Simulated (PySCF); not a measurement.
PySCF input file for H3IrO3, SMILES [OH][Ir]([OH])[OH], multiplicity 1, C-PCM-M06-2X/def2-SVP. Geometry optimised at PBE0-D3(BJ)/def2-SVP. The multiplicity is an assumed one; other spin states were not compared. The def2 effective core potentials stand for the cores of Ir; spin–orbit coupling is left out. Other conformers were not sampled.

```python
import numpy as np
from pyscf import gto, scf, dft
from pyscf.solvent import pcm

mol = gto.M(
    atom='''
    Ir   -0.00917327    0.00197757    0.00000000
    O    -0.08617962    0.90609428    1.59661621
    H     0.81685546    1.09567426    1.90596185
    O     0.14958924   -1.82853977   -0.00000021
    H    -0.74520926   -2.21281544   -0.00000025
    O    -0.08617962    0.90609465   -1.59661600
    H     0.81685546    1.09567469   -1.90596161
    ''',
    basis='def2-SVP',
    ecp={'Ir': 'def2-svp'},
    charge=0,
    spin=0,
    max_memory=1600,
    verbose=3,
)
mf = dft.RKS(mol, xc='m06-2x').density_fit(auxbasis='def2-universal-jkfit')
mf.grids.level = 4
mf.conv_tol = 1e-9
mf.max_cycle = 100
mf.kernel()
res = {}
for name, eps in {'water': 78.355, 'N,N-dimethylformamide': 37.219, 'ethanol': 24.852}.items():
    s = mf.PCM()
    s.with_solvent.method, s.with_solvent.eps, s.with_solvent.lebedev_order = 'C-PCM', eps, 29
    s.kernel(mf.make_rdm1())
    res[name] = (s.e_tot, eps, s.dip_moment(), s.mo_energy, s.converged)
    print(f'{name}: electrostatic solvation free energy {(s.e_tot - mf.e_tot) * 627.509474:.3f} kcal/mol')
```

It prints:

```
converged SCF energy = -331.39901829288

WARN: PCM is an experimental feature. It is still in testing.
Features and APIs may be changed in the future.

converged SCF energy = -331.41572413247
Dipole moment(X, Y, Z, Debye):  1.78242,  0.01256, -0.00000
water: electrostatic solvation free energy -10.483 kcal/mol

WARN: PCM is an experimental feature. It is still in testing.
Features and APIs may be changed in the future.

converged SCF energy = -331.41545963556
Dipole moment(X, Y, Z, Debye):  1.77455,  0.01230, -0.00000
N,N-dimethylformamide: electrostatic solvation free energy -10.317 kcal/mol

WARN: PCM is an experimental feature. It is still in testing.
Features and APIs may be changed in the future.

converged SCF energy = -331.415209709349
Dipole moment(X, Y, Z, Debye):  1.76716,  0.01206, -0.00000
ethanol: electrostatic solvation free energy -10.160 kcal/mol
```

The run converged.

Cost: about 110 core-seconds (a rough figure).
